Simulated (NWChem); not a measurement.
System: CH₇NO₂Si; SMILES C[Si](N)(O)O

Parts of the log:

```
             Northwest Computational Chemistry Package (NWChem) 7.3.0
             --------------------------------------------------------

                             Geometry "geometry" -> ""
                             -------------------------

 Output coordinates in angstroms (scale by  1.889725989 to convert to a.u.)

  No.       Tag          Charge          X              Y              Z
 ---- ---------------- ---------- -------------- -------------- --------------
    1 C                    6.0000     0.54476800     1.81260800     0.09147300
    2 Si                  14.0000     0.07508300     0.01589700     0.00279400
    3 N                    7.0000    -1.63424900    -0.06920400    -0.22027500
    4 O                    8.0000     0.99682900    -0.69179100    -1.18888600
    5 O                    8.0000     0.45699400    -0.87699200     1.36165300
    6 H                    1.0000    -0.06669000     2.36128100     0.82400600
    7 H                    1.0000     1.60186900     1.91298600     0.38023000
    8 H                    1.0000     0.42264100     2.29766000    -0.88993100
    9 H                    1.0000    -2.07176800    -0.95776200    -0.44109800
   10 H                    1.0000    -2.09772600     0.68082500    -0.72128800
   11 H                    1.0000     1.34852000    -1.55552500    -0.95437800
   12 H                    1.0000    -0.20234400    -0.83764800     2.06005700

 Effective nuclear repulsion energy (a.u.)     259.3708882708

                                 NWChem DFT Module
                                 -----------------

 Summary of "ao basis" -> "ao basis" (spherical)
 ------------------------------------------------------------------------------
       Tag                 Description            Shells   Functions and Types
 ---------------- ------------------------------  ------  ---------------------
 C                          def2-svp                 6       14   3s2p1d
 Si                         def2-svp                 8       18   4s3p1d
 N                          def2-svp                 6       14   3s2p1d
 O                          def2-svp                 6       14   3s2p1d
 H                          def2-svp                 3        5   2s1p

 in cosmo_initialize ...
 calling solv_data for solv:dcm

[...]

                                COSMO-SMD solvation results
                                ---------------------------

             internal energy in gas <Psi(g)|H|Psi(g)> =      -536.829156856214
         internal energy in solvent <Psi(s)|H|Psi(s)> =      -536.828499912113
                               delta internal energy  =         0.000656944100 (    0.41 kcal/mol)
   total free energy in solvent <Psi(s)|H+V/2|Psi(s)> =      -536.840841064984
 polarization energy contribution <Psi(s)|V/2|Psi(s)> =        -0.012341152870 (   -7.74 kcal/mol)
    total free energy in solvent including G(SMD-CDS) =      -536.840274892130
                       G(SMD-CDS) energy contribution =         0.000566172853 (    0.36 kcal/mol)
     1 M fixed-concentration free energy of solvation =        -0.011118035917 (   -6.98 kcal/mol)

                       DFT Final Molecular Orbital Analysis
                       ------------------------------------

 Vector   23  Occ=2.000000D+00  E=-3.950623D-01
              MO Center=  6.0D-01, -6.3D-01, -1.4D-01, r^2= 2.7D+00
   Bfn.  Coefficient  Atom+Function         Bfn.  Coefficient  Atom+Function
  ----- ------------  ---------------      ----- ------------  ---------------
    50      0.373489   4 O  px               65     -0.318544   5 O  py
    53      0.289186   4 O  px               68     -0.251888   5 O  py
    51      0.247241   4 O  py               54      0.192187   4 O  py
    64     -0.143481   5 O  px               66     -0.136370   5 O  pz
    38     -0.122431   3 N  pz               67     -0.118379   5 O  px

 Vector   24  Occ=2.000000D+00  E=-3.605207D-01
              MO Center=  2.9D-01,  4.9D-01,  2.3D-01, r^2= 3.2D+00
   Bfn.  Coefficient  Atom+Function         Bfn.  Coefficient  Atom+Function
  ----- ------------  ---------------      ----- ------------  ---------------
     5      0.347943   1 C  py               65      0.281880   5 O  py
     8      0.250026   1 C  py                3     -0.215506   1 C  s
    68      0.213164   5 O  py               23     -0.169884   2 Si py
    52      0.163465   4 O  pz               35      0.152416   3 N  s
    64      0.137255   5 O  px               36     -0.122860   3 N  px

 Vector   25  Occ=2.000000D+00  E=-3.198846D-01
              MO Center= -1.3D+00, -9.7D-02, -1.9D-01, r^2= 1.9D+00
   Bfn.  Coefficient  Atom+Function         Bfn.  Coefficient  Atom+Function
  ----- ------------  ---------------      ----- ------------  ---------------
    38      0.476267   3 N  pz               41     -0.408203   3 N  pz
    36     -0.215712   3 N  px               39      0.195070   3 N  px
    50      0.194579   4 O  px               53      0.155763   4 O  px
    27     -0.119253   2 Si pz               64     -0.085434   5 O  px
    35     -0.075314   3 N  s                37      0.075607   3 N  py

 Vector   26  Occ=0.000000D+00  E= 9.579236D-02
              MO Center= -2.2D-01,  1.2D-01,  1.2D-01, r^2= 7.6D+00
   Bfn.  Coefficient  Atom+Function         Bfn.  Coefficient  Atom+Function
  ----- ------------  ---------------      ----- ------------  ---------------
     3      1.484210   1 C  s                18     -0.951765   2 Si s
    35      0.794161   3 N  s                86     -0.551781   8 H  s
    76     -0.542675   6 H  s                63      0.479939   5 O  s
   106     -0.474276  12 H  s                81     -0.461112   7 H  s
    49      0.457134   4 O  s                96     -0.428111  10 H  s

[...]
```

Level: M05-2X/def2-SVP, SMD on the gas-phase geometry. Geometry: optimised at PBE0/def2-SVP. No frequency run checked for a minimum. Solvent: dichloromethane.

Question: Reconstruct the input file.

Answer: One answer among several that fit: the input that was run:
```
start job
memory heap 200 mb stack 900 mb global 1100 mb
geometry units angstroms noautosym nocenter noautoz
  C      0.544768     1.812608     0.091473
  Si     0.075083     0.015897     0.002794
  N     -1.634249    -0.069204    -0.220275
  O      0.996829    -0.691791    -1.188886
  O      0.456994    -0.876992     1.361653
  H     -0.066690     2.361281     0.824006
  H      1.601869     1.912986     0.380230
  H      0.422641     2.297660    -0.889931
  H     -2.071768    -0.957762    -0.441098
  H     -2.097726     0.680825    -0.721288
  H      1.348520    -1.555525    -0.954378
  H     -0.202344    -0.837648     2.060057
end
basis spherical
  * library def2-svp
end
dft
  xc m05-2x
  iterations 150
end
cosmo
  do_cosmo_smd true
  solvent dcm
end
task dft energy
```
